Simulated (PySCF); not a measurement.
SMILES N[SiH2]c1ccc([SiH3])cc1 (C₆H₁₁NSi₂) (GFN2-xTB optimised geometry):

```
20

Si    -2.630    -4.063    -5.227
C     -2.004    -3.095    -3.735
C     -2.757    -2.068    -3.173
C     -2.289    -1.347    -2.092
C     -1.047    -1.617    -1.522
C     -0.295    -2.643    -2.087
C     -0.761    -3.366    -3.169
Si    -0.432    -0.668     0.000
N     -0.881    -1.361     1.518
H     -4.093    -4.109    -5.189
H     -2.192    -3.402    -6.461
H     -2.086    -5.422    -5.179
H     -3.727    -1.833    -3.591
H     -2.897    -0.553    -1.678
H      0.676    -2.877    -1.670
H     -0.152    -4.158    -3.584
H     -1.031     0.668     0.000
H      1.031    -0.668     0.000
H     -0.475    -2.243     1.784
H     -1.853    -1.348     1.786
```

Method: PBE0/def2-SVP (PySCF).

Task: What are the frontier orbital energies and the dipole moment?

Result: HOMO-2 -7.50 eV, HOMO-1 -7.43 eV, HOMO -7.01 eV, LUMO -0.85 eV, LUMO+1 -0.23 eV; dipole moment 1.20 D.

On the same geometry PySCF with PBE/def2-SVP gives HOMO-2 -6.41 eV, HOMO-1 -6.40 eV, HOMO -5.60 eV, LUMO -1.66 eV, LUMO+1 -1.14 eV; dipole moment 1.25 D.

Meta-Löwdin charges at PBE0/def2-SVP: Si1 0.48, C2 -0.21, C3 -0.10, C4 -0.10, C5 -0.24, C6 -0.10, C7 -0.10, Si8 0.72, N9 -0.68, H10 -0.09, H11 -0.09, H12 -0.09, H13 0.10, H14 0.10, H15 0.10, H16 0.10, H17 -0.12, H18 -0.12, H19 0.21, H20 0.21.
